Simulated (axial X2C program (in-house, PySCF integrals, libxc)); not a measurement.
Working with the constants of NaAu⁻

A bond curve at the CCSD(T) level, two-component, was computed with an in-house relativistic program for diatomic molecules (basis Au dyall-acv3z [14s15p10d6f4g], Na dyall-av3z [10s9p5d2f] (cores contracted in-house)) for the state Ω = 1/2 (⟨Sz⟩ = 0.50, ⟨Lz⟩ = 0.00 at HF). Its fit gives Re = 2.8057 Å, ωe = 169.4 cm⁻¹, ωexe = 1.01 cm⁻¹ and αe = 8.778e-04 cm⁻¹; the masses are 196.9666 and 22.9898 u. Two-component means X2C with spin–orbit coupling and atomic mean-field Coulomb and Gaunt terms.

Correlated methods: 13 electrons correlated (number of frozen shells: Au 5 s, 4 p, 2 d, 1 f; Na 2 s, 1 p), 345 virtual spin orbitals or spinors in MP2, 90 natural virtuals in coupled cluster.

Problem. Find the reduced mass, Be and the force constant.

Solution. From the CCSD(T) values: μ = 20.5869 u. Be = 16.8576/(μ Re²) = 0.104 cm⁻¹. k = 5.8918×10⁻⁷ μ ωe² = 0.348 mdyn/Å.

Problem. A Morse curve ties αe to the other constants (Pekeris). How well does that hold?

Solution. αe(Morse) = 6Be²/ωe × (√(ωexe/Be) − 1) = 8.110e-04 cm⁻¹; the CCSD(T) curve gives 8.778e-04 cm⁻¹, a ratio of 0.92.

Problem. Where do the fundamental and the first overtone lie?

Solution. ν(1←0) = ωe − 2ωexe = 167.4 cm⁻¹; ν(2←0) = 2ωe − 6ωexe = 332.7 cm⁻¹.

Problem. Estimate the centrifugal constant by the Kratzer relation.

Solution. D = 4Be³/ωe² = 1.57e-07 cm⁻¹.

Problem. Estimate De from a Morse curve and compare with the computed well depth of 1.032 eV to Au- + Na.

Solution. De(Morse) = ωe²/(4ωexe) = 0.881 eV against 1.032 eV computed, a ratio of 0.85. For De the Morse form works well here.

Occupations by symmetry block were frozen at the best pattern of an incomplete PBE0 search. Dissociation energies refer to the lowest single-determinant-based atoms at the same level and basis. Coupled cluster ran in a truncated set of natural virtual spinors; the MP2 energy of the rest was added. (T) has no such correction and the atoms are truncated less, which lowers De at CCSD(T) by a hundredth of an eV or more. With the outer-core shells frozen, correlated bond lengths of heavy atoms tend to come out a few hundredths of an ångström too long.
